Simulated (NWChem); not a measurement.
CH$_{6}$SSi; SMILES CS[SiH3]

```xyz
9

Si     0.1535     1.3469     0.0002
S     -0.7195    -0.6072     0.0002
C      0.7891    -1.6297     0.0013
H     -0.9884     2.3054    -0.0010
H      1.0051     1.5672     1.2110
H      1.0071     1.5664    -1.2092
H      1.3956    -1.4546    -0.8989
H      0.4581    -2.6771     0.0029
H      1.3961    -1.4520     0.9007
```
Atoms are numbered in this order, from 1.

Level: PBE0/def2-SVP (NWChem), optimised geometry, unscaled harmonic frequencies. 

```
frequency (cm⁻¹)  IR intensity (km/mol)
----------------  ---------------------
123                                 0.7
139                                 0.0
178                                 0.8
515                                28.7
623                                22.3
633                                23.3
731                                 7.3
914                               244.0
916                                45.4
962                                84.8
964                                 5.3
984                                14.4
1335                                4.0
1449                               10.6
1453                                9.7
2217                              120.3
2218                               80.8
2258                               87.3
3064                               18.0
3175                                3.7
3187                                0.7
```

The zero-point energy comes out as 40.1 kcal/mol and the thermal correction to the enthalpy at 298.15 K (with zero-point energy) is 44.2 kcal/mol. The heat capacity Cv comes out as 18.1 cal/(mol K). The entropy at 298.15 K and 1 atm (symmetry number 1) is 74.4 cal/(mol K) and the dipole moment is 1.47 D.

Rigid rotor and harmonic oscillator.
